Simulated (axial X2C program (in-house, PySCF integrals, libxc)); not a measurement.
TiTe⁺ along the bond: HF, two-component

All values were computed with an in-house relativistic program for diatomic molecules. Two-component (2c) means X2C with spin–orbit coupling and atomic mean-field two-electron Coulomb and Gaunt terms. Basis: Te dyall-cv3z [11s12p8d4f1g], Ti dyall-cv3z [10s10p6d4f2g] (cores contracted in-house); Gaussian nuclei, density fitting, unrestricted open shells. Masses: Te 129.906 u, Ti 47.948 u.

State: Ω = 5/2 (⟨Sz⟩ = 0.50, ⟨Lz⟩ = 2.00 at HF). Dipoles are positive if Ti is the positive end and refer to the centre of mass.

Results along the bond:

```csv
R (Å),μ (D),HOMO (eV),LUMO (eV)
2.152,9.785,-13.67,-5.25
2.251,10.283,-13.38,-5.34
2.326,10.662,-13.16,-5.42
2.400,11.043,-12.96,-5.49
2.474,11.422,-12.77,-5.57
2.561,11.855,-12.57,-5.66
2.647,12.265,-12.40,-5.75
2.759,12.727,-12.21,-5.86
2.895,13.036,-12.07,-5.97
```

The state is a single determinant with fixed occupations, the lowest that a limited PBE0 search found. The determinant is spin-polarised beyond a pure state at some levels (its spin-free form has ⟨S²⟩ too high), which makes Re and μ there less reliable. The stretched end of a curve changes character and is left out.
